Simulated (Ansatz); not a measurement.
Input for Ansatz (a program for electronic structure): R-CCSD(T)/def2-SVP on BiF2HTe (SMILES [F][Bi]([F])[TeH]), a point of a torsion scan. Elements past Kr take the def2 small-core potentials; no spin–orbit coupling. The run froze 20 orbitals, filled d shells among them.

Ansatz 0.2 input:
```yaml
crystal:
  periodic: [false, false, false]
  atoms:
    - {symbol: F, position_ang: [-1.42495677, 1.57358910, 0.31578697]}
    - {symbol: Bi, position_ang: [-0.73181975, -0.04203986, -0.77820903]}
    - {symbol: F, position_ang: [-1.67822035, -1.58314478, 0.23844369]}
    - {symbol: Te, position_ang: [1.40797696, -0.20279929, 0.90585948]}
    - {symbol: H, position_ang: [1.55470615, -1.82664599, 0.71311503]}
basis:
  gaussian:
    orbitals: def2-SVP
magnetization: {spin_polarized: false}
correlation: {method: ccsd_t, electrons: outside_noble_gas}
scf: {lower_state_search: off}
```

Output:

```
WARN ansatz: RAYON_NUM_THREADS=1 ignored (pool sized by the plan → 1); use --threads N
Functional definition: HF
these checks for a lower state are left out or cut short: stability, starts, cluster_reference, orbital_swaps, neighbouring_geometries, increment
integrals: 0.09 GiB planned
969 factors; integrals over basis functions are off by at most 5.4e-4 eV
mean field: 0.30 GiB planned
mean field evaluation 1: about -18496.1574 eV, gradient 4.4e1 eV
mean field evaluation 2: about -18496.3001 eV, gradient 4.4e1 eV
mean field evaluation 4: about -18500.3452 eV, gradient 2.3e0 eV
mean field evaluation 8: about -18500.4051 eV, gradient 2.9e-1 eV
mean field -18500.40622068 eV, -679.8773885843 hartree, gradient 1.6e-6 eV, S^2 0.000000; 0 other end points of the search recorded, 0 dependent functions left out
20 core orbitals not correlated, not the lowest: weight in the atoms' cores, before any rotation towards them, 0.648 or more for the frozen orbitals, at most 0.343 for the correlated occupied ones
reference -18500.40622068 eV, -679.8773885843 hartree; 13, 13 occupied and 52, 52 virtual orbitals, 969 factors
second order -15.30856966 eV of doubles, -0.00000000 eV of singles
coupled cluster: 0.20 GiB planned
cycle   1  -15.30104867 eV  change    7.5e-3 eV  update   1.3e-1
cycle   2  -15.71515629 eV  change   -4.1e-1 eV  update   5.1e-2
cycle   3  -15.85917563 eV  change   -1.4e-1 eV  update   2.7e-2
cycle   4  -15.85814210 eV  change    1.0e-3 eV  update   7.3e-3
cycle   5  -15.85116292 eV  change    7.0e-3 eV  update   3.3e-3
cycle   6  -15.85113672 eV  change    2.6e-5 eV  update   1.0e-3
cycle   7  -15.85105749 eV  change    7.9e-5 eV  update   4.5e-4
cycle   8  -15.85079432 eV  change    2.6e-4 eV  update   1.7e-4
cycle   9  -15.85084622 eV  change   -5.2e-5 eV  update   8.3e-5
cycle  10  -15.85090659 eV  change   -6.0e-5 eV  update   3.2e-5
cycle  11  -15.85088279 eV  change    2.4e-5 eV  update   1.3e-5
perturbative correction -0.36017546 eV, -0.0132362038 hartree
Total energy: -18516.61727892 eV, -680.4731339865 hartree
Checks for a lower state left out: stability, starts, cluster_reference, orbital_swaps, neighbouring_geometries, increment
```

The run converged.

Cost: around 4 core-seconds (rough).
